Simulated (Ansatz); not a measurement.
## Redistribution: C3H3F3 + C4H4F2 → C3H4F2 + C4H3F3

Species: C3H3F3 `FC1CC1(F)F`, singlet; C4H4F2 `FC1=CC(F)C1`, singlet; C3H4F2 `FC1(F)CC1`, singlet; C4H3F3 `FC1=CC(F)C1F`, singlet. The partners trade F for H; both sit on C, so the bond types are kept.

Shapes, held fixed at every level: PBE0-D4/def2-TZVP. Programs: Ansatz 0.2.0. The zero-point and thermal change to 298 K, harmonic and unscaled (PBE0-D4/def2-TZVP), is +0.7 kJ/mol.

```
               level                    kind  ΔH(298 K) (kJ/mol)  less CCSD(T)/CBS estimate  CPU time (sum over the molecules)
         HF/def2-SVP            Hartree–Fock               -23.4                       +0.5                                  –
    SPW92/def2-TZVPP                     LDA               -19.3                       +4.6                               15 s
r2SCAN-D4/def2-TZVPP                meta-GGA               -22.6                       +1.3                               55 s
 B3LYP-D4/def2-TZVPP           global hybrid               -22.8                       +1.1                               48 s
 BHLYP-D4/def2-TZVPP           global hybrid               -24.0                       -0.1                               34 s
  wB97X-V/def2-TZVPP  range-separated hybrid               -22.8                       +1.1                               87 s
     CCSD/def2-TZVPP   coupled cluster or CI               -24.1                       -0.2                                  –
CCSD(T)/CBS estimate   coupled cluster or CI               -23.9                        0.0                             44 min
```

The highest level, CCSD(T)/CBS estimate, gives ΔH(298 K) = -23.9 kJ/mol; the levels span -24.1 to -19.3. The column of differences is taken from that level and isn't an error. No measured value is set beside it here. The CBS estimate extrapolates MP2 from def2-TZVPP and def2-QZVPP and adds CCSD(T) − MP2 in the triple-zeta set, cores frozen. Times are processor times on shared x86 and Arm servers, and rough.
